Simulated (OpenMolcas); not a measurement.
## Computed transition rates of Be I

```json
{"Program": "OpenMolcas", "Method": "SS-RASPT2, IPEA 0.25 Eh, imaginary shift 0.1 Eh (closed shells correlated: 1s)", "Basis": "ANO-RCC-VQZP [5s4p3d2f1g]", "Scalar Hamiltonian": "DKH2, point nucleus", "Active space": "2 electrons in 9 orbitals (RAS2 2s 2p; RAS3 3d, at most 2 electrons)", "State averaging": "2S+1 = 3 even, 3 roots; 2S+1 = 1 even, 6 roots; 2S+1 = 3 odd, 3 roots; 2S+1 = 1 odd, 3 roots", "Spin-orbit coupling": "RASSI with atomic mean-field integrals over the reference wave functions, term energies averaged over their components"}
```

Rates come from the transition moments of the reference wave functions (E1 and E2 in the length form). At fixed line strength A goes as λ^-3 for E1 and M1 and as λ^-5 for E2, so a rate at the computed wavelength can be rescaled to the measured one. Measured vacuum wavelengths follow from level energies in NIST Handbook of Basic Atomic Spectroscopic Data. Branching counts decays inside the model space alone, at computed energies, and the table is only a selection of the E1 lines, drawn from those between levels with measured partners whose computed energy lies within a factor of 1.5 of the measured one.

```
     Upper       Lower  Type  λ computed (nm)  λ measured (nm)  A computed (s-1)  A rescaled (s-1)  Branching %
2s 2p ¹P°₁     2s² ¹S₀    E1            229.4            234.9          5.72e+08          5.33e+08        100.0
   2p² ³P₀  2s 2p ³P°₁    E1              263            265.1          4.53e+08          4.42e+08        100.0
   2p² ³P₂  2s 2p ³P°₂    E1              263            265.1          3.40e+08          3.32e+08         75.0
   2p² ³P₁  2s 2p ³P°₂    E1              263            265.2          1.89e+08          1.84e+08         41.7
   2p² ³P₁  2s 2p ³P°₀    E1              263            265.1          1.51e+08          1.47e+08         33.3
   2p² ³P₂  2s 2p ³P°₁    E1              263            265.1          1.13e+08          1.10e+08         25.0
   2p² ³P₁  2s 2p ³P°₁    E1              263            265.1          1.13e+08          1.10e+08         25.0
   2p² ¹D₂  2s 2p ¹P°₁    E1            597.9            698.5          1.93e+07          1.21e+07        100.0
2s 2p ³P°₁     2s² ¹S₀    E1              458              455          1.34e-01                          100.0
```

Spin-changing lines and M1 lines between different terms are not rescaled, since their strength hangs on the term gaps too.

The largest correction is for 2p² ¹D₂ → 2s 2p ¹P°₁ (E1): 1.93e+07 × (597.9 / 698.5)^3 = 1.21e+07 s-1, a factor of 0.63.

The computed order of these levels differs from the measured one in 1 place, and where term gaps are wrong the rates of spin-changing lines can be off by large factors.

No measured rate stands beside these. Rescaling mends the energy factor alone: line strengths can still be far off where a level mixes with configurations outside the active space, and weak or spin-changing lines hang on small mixing coefficients that depend on the term gaps too, so rescaling need not improve them.

Active for correlation alone: 3d; no level in the range computed is led by a configuration that fills it, so any true level of that kind is missing. Measured partners are found by configuration, term and J. A level has none where our copy of the source lacks it or the pairing is in doubt (some pairs that miss far off the trend of their configuration count as doubtful). Levels of configurations outside the active space are missing.

° marks odd parity.
